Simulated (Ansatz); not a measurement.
Ansatz (an electronic-structure program) input (CCSD(T)/cc-pCVQZ): A basis named .json is the Basis Set Exchange file of that set (core-valence sets with the plain set on hydrogen).

Ansatz 0.2 input:
```yaml
crystal:
  periodic: [false, false, false]
  atoms:
    - {symbol: H, position_ang: [0.00000000, 0.00000000, 0.00000000]}
basis:
  gaussian:
    orbitals: cc-pCVQZ.json
magnetization: {spin_polarized: true, initial_magnetization: 1}
correlation: {method: ccsd_t, electrons: outside_noble_gas}
scf: {lower_state_search: full}
```

Output:

```
Functional definition: HF
integrals: 0.01 GiB planned
159 factors; integrals over basis functions are off by at most 2.1e-4 eV
mean field: 0.04 GiB planned
mean field evaluation 1: about -13.5518 eV, gradient 1.7e0 eV
mean field evaluation 2: about -13.5518 eV, gradient 1.7e0 eV
mean field evaluation 4: about -13.6042 eV, gradient 4.0e-3 eV
mean field evaluation 8: about -13.5518 eV, gradient 1.7e0 eV
mean field evaluation 16: about -13.6042 eV, gradient 4.1e-3 eV
mean field -13.60421197 eV, -0.4999455686 hartree, gradient 5.9e-6 eV, S^2 0.750000; 2 other end points of the search recorded, 0 dependent functions left out
reference -13.60421197 eV, -0.4999455686 hartree; 1, 0 occupied and 29, 30 virtual orbitals, 159 factors
second order 0.00000000 eV of doubles, -0.00000000 eV of singles
coupled cluster: 0.05 GiB planned
cycle   1  -0.00000000 eV  change  -8.0e-14 eV  update   3.5e-8
perturbative correction 0.00000000 eV, 0.0000000000 hartree
Total energy: -13.60421197 eV, -0.4999455686 hartree
```
